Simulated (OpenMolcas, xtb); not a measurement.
# C2H5FOSi (SMILES FC1CO[SiH2]1): methods side by side

C2H5FOSi: 10 atoms, total charge 0, spin state singlet. SMILES: `FC1CO[SiH2]1`. Geometry: relaxed at PBE0-D4/def2-TZVP.

Quantity: the dipole moment, in D. The values are calculated.

```json
{"level": "GFN1-xTB", "kind": "semi-empirical", "program": "xtb", "value (D)": "1.54", "CPU time": "under 2 s"}
{"level": "HF/def2-SVP", "kind": "Hartree–Fock", "program": "OpenMolcas", "value (D)": "1.48", "CPU time": "15 s"}
{"level": "SVWN5/def2-SVP", "kind": "LDA", "program": "OpenMolcas", "value (D)": "1.14", "CPU time": "48 s"}
{"level": "revPBE/def2-SVP", "kind": "GGA", "program": "OpenMolcas", "value (D)": "1.10", "CPU time": "61 s"}
{"level": "TPSS/def2-SVP", "kind": "meta-GGA", "program": "OpenMolcas", "value (D)": "1.14", "CPU time": "83 s"}
{"level": "B3LYP/def2-SVP", "kind": "global hybrid", "program": "OpenMolcas", "value (D)": "1.20", "CPU time": "63 s"}
{"level": "PBE0/def2-SVP", "kind": "global hybrid", "program": "OpenMolcas", "value (D)": "1.22", "CPU time": "60 s"}
```

The values span 1.10 to 1.54 D. Magnitudes only. Times are those of the runs behind each value, whatever else they computed, on shared processors of several kinds: orders of magnitude only.
